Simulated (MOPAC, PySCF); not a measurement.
Positional isomers: furan hydroxy+boryl. Gas-phase values, no solvent. One relaxed conformer stands for each flexible species; it need not be the lowest. Strings in code marks are SMILES.

Quantity: electronic energy of isomers of C4H5BO2 relative to `Bc1ccc(O)o1`, in kcal/mol. Semi-empirical values (MOPAC) are differences of heats of formation.

Level 1: PBE/6-31G* // PBE-D3(BJ)/def2-SVP (PySCF)
Level 2: HF/3-21G // PBE-D3(BJ)/def2-SVP (PySCF)
Level 3: PM3 // PBE-D3(BJ)/def2-SVP (MOPAC)
Level 4: PM7 // PBE-D3(BJ)/def2-SVP (MOPAC)

```csv
species,level 1,level 2,level 3,level 4
`Bc1ccoc1O`,?,2.87,-4.00,3.13
`Bc1cocc1O`,10.0,11.1,-0.43,1.92
`Bc1occc1O`,1.63,4.90,-1.30,0.01
`Bc1cc(O)co1`,?,?,4.37,?
`Bc1coc(O)c1`,9.23,7.31,1.12,2.14
```

What belongs in the gaps?


- `Bc1ccoc1O`, level 1: 2.42
- `Bc1cc(O)co1`, level 1: 9.44
- `Bc1cc(O)co1`, level 2: 12.3
- `Bc1cc(O)co1`, level 4: 3.72
